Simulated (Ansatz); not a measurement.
Ansatz (an electronic-structure program) input for C5H5F, SMILES C(=C/C=C/F)=C, PBE-D3(BJ)/def2-SVP. 

Ansatz 0.2 input:
```yaml
crystal:
  periodic: [false, false, false]
  atoms:
    - {symbol: C, position_ang: [-0.77509795, -2.63836256, 0.00000000]}
    - {symbol: C, position_ang: [0.13213122, -1.69639430, 0.00000000]}
    - {symbol: C, position_ang: [1.04343225, -0.74307365, -0.00000000]}
    - {symbol: C, position_ang: [0.80264509, 0.70611960, -0.00000000]}
    - {symbol: C, position_ang: [-0.40147981, 1.28727916, 0.00000000]}
    - {symbol: F, position_ang: [-0.54271308, 2.61664303, -0.00000000]}
    - {symbol: H, position_ang: [-1.17183034, -3.05326007, 0.93503860]}
    - {symbol: H, position_ang: [-1.17183034, -3.05326007, -0.93503861]}
    - {symbol: H, position_ang: [2.09626181, -1.05108795, -0.00000000]}
    - {symbol: H, position_ang: [1.68008500, 1.35844878, -0.00000000]}
    - {symbol: H, position_ang: [-1.35805328, 0.75596259, 0.00000000]}
basis:
  gaussian:
    orbitals: def2-SVP
hamiltonian:
  xc: pbe
  dispersion: d3bj
relax: {f_tol: 0.002, max_steps: 200}
```

Output:

```
Functional definition: PBE
integrals: 0.05 GiB planned
1228 factors; their error is unknown
mean field: 0.29 GiB planned
mean field evaluation 1: about -7956.1113 eV, gradient 5.8e1 eV
mean field evaluation 2: about -7946.8065 eV, gradient 8.0e1 eV
mean field evaluation 4: about -7965.4065 eV, gradient 6.2e0 eV
mean field evaluation 8: about -7965.4975 eV, gradient 2.2e-1 eV
mean field evaluation 16: about -7965.4316 eV, gradient 9.5e-4 eV
mean field -7965.43154882 eV, -292.7242102558 hartree, gradient 4.3e-6 eV, S^2 0.000000; 0 other end points of the search recorded, 0 dependent functions left out
the calculation of the forces begins
reference -7965.43158019 eV, -292.7242114085 hartree; 22, 22 occupied and 87, 87 virtual orbitals, 1228 factors
relax step   1: F+E_penalty+E_count = -7965.64642647 eV  Δ(F+E_penalty+E_count) = +0.000e0 eV  max|allowed force component| = 4.849e-1 eV/Å  Δτ_max = 0.0000 Å  (35 SCF iters, accepted)
these checks for a lower state are left out or cut short: starts, cluster_reference, orbital_swaps, neighbouring_geometries, increment
integrals: 0.05 GiB planned
1228 factors; their error is unknown
mean field: 0.29 GiB planned
mean field -7965.44625754 eV, -292.7247507912 hartree, gradient 1.2e-5 eV, S^2 0.000000; 0 other end points of the search recorded, 0 dependent functions left out
the calculation of the forces begins
reference -7965.44628905 eV, -292.7247519491 hartree; 22, 22 occupied and 87, 87 virtual orbitals, 1228 factors
relax step   2: F+E_penalty+E_count = -7965.66025960 eV  Δ(F+E_penalty+E_count) = -1.383e-2 eV  max|allowed force component| = 1.649e-1 eV/Å  Δτ_max = 0.0144 Å  (36 SCF iters, accepted)
these checks for a lower state are left out or cut short: starts, cluster_reference, orbital_swaps, neighbouring_geometries, increment
integrals: 0.05 GiB planned
1228 factors; their error is unknown
mean field: 0.29 GiB planned
mean field evaluation 32: about -7965.5013 eV, gradient 1.9e0 eV
mean field -7965.43967479 eV, -292.7245088797 hartree, gradient 1.3e-5 eV, S^2 0.000000; 0 other end points of the search recorded, 0 dependent functions left out
the calculation of the forces begins
reference -7965.43970642 eV, -292.7245100420 hartree; 22, 22 occupied and 87, 87 virtual orbitals, 1228 factors
relax step   3: F+E_penalty+E_count = -7965.65334473 eV  Δ(F+E_penalty+E_count) = +6.915e-3 eV  max|allowed force component| = 2.599e-1 eV/Å  Δτ_max = 0.0377 Å  (34 SCF iters, rejected (line search))
these checks for a lower state are left out or cut short: starts, cluster_reference, orbital_swaps, neighbouring_geometries, increment
integrals: 0.05 GiB planned
1228 factors; their error is unknown
mean field: 0.29 GiB planned
mean field -7965.44639707 eV, -292.7247559189 hartree, gradient 1.2e-5 eV, S^2 0.000000; 0 other end points of the search recorded, 0 dependent functions left out
the calculation of the forces begins
reference -7965.44642856 eV, -292.7247570759 hartree; 22, 22 occupied and 87, 87 virtual orbitals, 1228 factors
relax step   4: F+E_penalty+E_count = -7965.66025627 eV  Δ(F+E_penalty+E_count) = +3.328e-6 eV  max|allowed force component| = 9.607e-2 eV/Å  Δτ_max = 0.0088 Å  (34 SCF iters, rejected (line search))
these checks for a lower state are left out or cut short: starts, cluster_reference, orbital_swaps, neighbouring_geometries, increment
integrals: 0.05 GiB planned
1228 factors; their error is unknown
mean field: 0.29 GiB planned
mean field -7965.44742296 eV, -292.7247936195 hartree, gradient 1.2e-5 eV, S^2 0.000000; 0 other end points of the search recorded, 0 dependent functions left out
the calculation of the forces begins
reference -7965.44745449 eV, -292.7247947783 hartree; 22, 22 occupied and 87, 87 virtual orbitals, 1228 factors
relax step   5: F+E_penalty+E_count = -7965.66124292 eV  Δ(F+E_penalty+E_count) = -9.833e-4 eV  max|allowed force component| = 3.191e-2 eV/Å  Δτ_max = 0.0043 Å  (36 SCF iters, accepted)
these checks for a lower state are left out or cut short: starts, cluster_reference, orbital_swaps, neighbouring_geometries, increment
integrals: 0.05 GiB planned
1228 factors; their error is unknown
mean field: 0.29 GiB planned
mean field -7965.44754348 eV, -292.7247980486 hartree, gradient 1.5e-5 eV, S^2 0.000000; 0 other end points of the search recorded, 0 dependent functions left out
the calculation of the forces begins
reference -7965.44757503 eV, -292.7247992080 hartree; 22, 22 occupied and 87, 87 virtual orbitals, 1228 factors
relax step   6: F+E_penalty+E_count = -7965.66129490 eV  Δ(F+E_penalty+E_count) = -5.198e-5 eV  max|allowed force component| = 9.914e-3 eV/Å  Δτ_max = 0.0028 Å  (26 SCF iters, accepted)
these checks for a lower state are left out or cut short: starts, cluster_reference, orbital_swaps, neighbouring_geometries, increment
integrals: 0.05 GiB planned
1228 factors; their error is unknown
mean field: 0.29 GiB planned
mean field evaluation 64: about -7965.4475 eV, gradient 3.0e-1 eV
mean field -7965.44767148 eV, -292.7248027526 hartree, gradient 1.2e-5 eV, S^2 0.000000; 0 other end points of the search recorded, 0 dependent functions left out
the calculation of the forces begins
reference -7965.44770306 eV, -292.7248039132 hartree; 22, 22 occupied and 87, 87 virtual orbitals, 1228 factors
relax step   7: F+E_penalty+E_count = -7965.66131405 eV  Δ(F+E_penalty+E_count) = -1.914e-5 eV  max|allowed force component| = 1.799e-2 eV/Å  Δτ_max = 0.0061 Å  (35 SCF iters, accepted)
these checks for a lower state are left out or cut short: starts, cluster_reference, orbital_swaps, neighbouring_geometries, increment
integrals: 0.05 GiB planned
1228 factors; their error is unknown
mean field: 0.29 GiB planned
mean field -7965.44769812 eV, -292.7248037316 hartree, gradient 9.1e-6 eV, S^2 0.000000; 0 other end points of the search recorded, 0 dependent functions left out
the calculation of the forces begins
reference -7965.44772970 eV, -292.7248048922 hartree; 22, 22 occupied and 87, 87 virtual orbitals, 1228 factors
relax step   8: F+E_penalty+E_count = -7965.66132829 eV  Δ(F+E_penalty+E_count) = -1.425e-5 eV  max|allowed force component| = 4.078e-3 eV/Å  Δτ_max = 0.0017 Å  (25 SCF iters, accepted)
these checks for a lower state are left out or cut short: starts, cluster_reference, orbital_swaps, neighbouring_geometries, increment
integrals: 0.05 GiB planned
1228 factors; their error is unknown
mean field: 0.29 GiB planned
mean field -7965.44771265 eV, -292.7248042654 hartree, gradient 2.8e-5 eV, S^2 0.000000; 0 other end points of the search recorded, 0 dependent functions left out
the calculation of the forces begins
reference -7965.44774423 eV, -292.7248054260 hartree; 22, 22 occupied and 87, 87 virtual orbitals, 1228 factors
relax step   9: F+E_penalty+E_count = -7965.66132886 eV  Δ(F+E_penalty+E_count) = -5.645e-7 eV  max|allowed force component| = 2.219e-3 eV/Å  Δτ_max = 0.0003 Å  (22 SCF iters, accepted)
these checks for a lower state are left out or cut short: starts, cluster_reference, orbital_swaps, neighbouring_geometries, increment
integrals: 0.05 GiB planned
1228 factors; their error is unknown
mean field: 0.29 GiB planned
mean field -7965.44771269 eV, -292.7248042669 hartree, gradient 2.4e-5 eV, S^2 0.000000; 0 other end points of the search recorded, 0 dependent functions left out
the calculation of the forces begins
reference -7965.44774427 eV, -292.7248054276 hartree; 22, 22 occupied and 87, 87 virtual orbitals, 1228 factors
relax step  10: F+E_penalty+E_count = -7965.66132906 eV  Δ(F+E_penalty+E_count) = -2.041e-7 eV  max|allowed force component| = 4.045e-4 eV/Å  Δτ_max = 0.0002 Å  (20 SCF iters, accepted)
integrals: 0.05 GiB planned
1228 factors; their error is unknown
mean field: 0.29 GiB planned
mean field evaluation 96: about -7965.5142 eV, gradient 1.2e-1 eV
mean field -7965.44771269 eV, -292.7248042669 hartree, gradient 2.7e-5 eV, S^2 0.000000; 1 other end points of the search recorded, 0 dependent functions left out
the calculation of the forces begins
reference -7965.44774427 eV, -292.7248054276 hartree; 22, 22 occupied and 87, 87 virtual orbitals, 1228 factors
Total energy: -7965.66136064 eV, -292.7326556844 hartree
Atom 0 at    -0.777501    -2.655019     0.000000 Å, force     0.000057    -0.000006    -0.000001 eV/Å
Atom 1 at     0.127694    -1.701083     0.000000 Å, force    -0.000180    -0.000312     0.000002 eV/Å
Atom 2 at     1.042112    -0.737641     0.000000 Å, force    -0.000062     0.000066     0.000000 eV/Å
Atom 3 at     0.807596     0.710427     0.000000 Å, force     0.000404     0.000173     0.000006 eV/Å
Atom 4 at    -0.403191     1.303533    -0.000001 Å, force    -0.000177     0.000269     0.000001 eV/Å
Atom 5 at    -0.538525     2.637997    -0.000000 Å, force     0.000107    -0.000086    -0.000002 eV/Å
Atom 6 at    -1.175255    -3.077156     0.941000 Å, force    -0.000007     0.000021    -0.000014 eV/Å
Atom 7 at    -1.175262    -3.077148    -0.941000 Å, force     0.000003     0.000010     0.000014 eV/Å
Atom 8 at     2.102214    -1.050839     0.000001 Å, force    -0.000018     0.000135    -0.000009 eV/Å
Atom 9 at     1.693183     1.365169     0.000000 Å, force    -0.000203    -0.000125     0.000001 eV/Å
Atom 10 at    -1.369515     0.770773    -0.000002 Å, force     0.000075    -0.000148     0.000000 eV/Å
Dipole moment:    -0.004354    -0.218115     0.000000 e Å
```

Self-consistency was reached.

Cost: roughly 40 core-seconds.
